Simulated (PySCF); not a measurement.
A species of formula C5H14OSi2 has this rotational fingerprint, computed with PBE0/pcSseg-1 in PySCF (dipole) on a GFN2-xTB geometry, gas phase:

```
Rotational constants : A = 1740, B = 823.4, C = 668.8 MHz
Dipole components    : |μa| = 0.31 D, |μb| = 0.16 D, |μc| = 1.14 D
Inertial defect      : -148.50 u·Å²
κ                    : -0.71
```

Question: Which candidate fits, each taken in the one conformer that was computed?
A. `[SiH3:1][CH2:2][SiH:3]1[CH2:4][CH2:5][O:6][CH2:7][CH2:8]1` with Si1–C2–Si3–C4 178°, C2–Si3–C4–C5 162°, Si3–C4–C5–O6 -57°, C4–C5–O6–C7 73°, C5–O6–C7–C8 -73°
B. `[SiH3:1][CH2:2][C@@H:3]1[CH2:4][O:5][CH2:6][CH2:7][SiH2:8]1` with Si1–C2–C3–C4 -168°, C2–C3–C4–O5 177°, C3–C4–O5–C6 74°, C4–O5–C6–C7 -72°, O5–C6–C7–Si8 55°
C. `[CH3:1][CH2:2]/[C:3](=[CH:4]\[SiH3:5])[Si@@H:6]([CH3:7])[OH:8]` with C1–C2–C3–C4 111°, C2–C3–Si6–C7 104°, C3–Si6–O8–H -57°
D. `[CH3:1][SiH2:2][CH2:3][C:4](=[O:5])[CH2:6][CH2:7][SiH3:8]` with C1–Si2–C3–C4 64°, Si2–C3–C4–O5 -84°, C3–C4–C6–C7 -165°, C4–C6–C7–Si8 66°

Answer: C. It is CC/C(=C\[SiH3])[Si@@H](C)O, an asymmetric top, point group C1. The candidates at the same level (rigid rotor, commonest isotopes):

```
                    SMILES  A (MHz)  B (MHz)  C (MHz)  μa (D)  μb (D)  μc (D)  Δ (u·Å²)  point group                        rotor
       [SiH3]C[SiH]1CCOCC1     3191    703.5    612.4    0.60    0.61    0.26    -51.50           C1  near-prolate asymmetric top
     C[SiH2]CC(=O)CC[SiH3]     1950    828.9    719.4    0.93    1.14    1.82   -166.40           C1               asymmetric top
CC/C(=C\[SiH3])[Si@@H](C)O     1740    823.4    668.8    0.31    0.16    1.14   -148.50           C1               asymmetric top
 [SiH3]C[C@@H]1COCC[SiH2]1     2803    791.3    657.9    0.14    0.38    0.74    -50.75           C1               asymmetric top
```

`C[SiH2]CC(=O)CC[SiH3]` has A 12 % too high; `[SiH3]C[SiH]1CCOCC1` has A 83 % too high; `[SiH3]C[C@@H]1COCC[SiH2]1` has A 61 % too high. No structure here is proved a minimum.
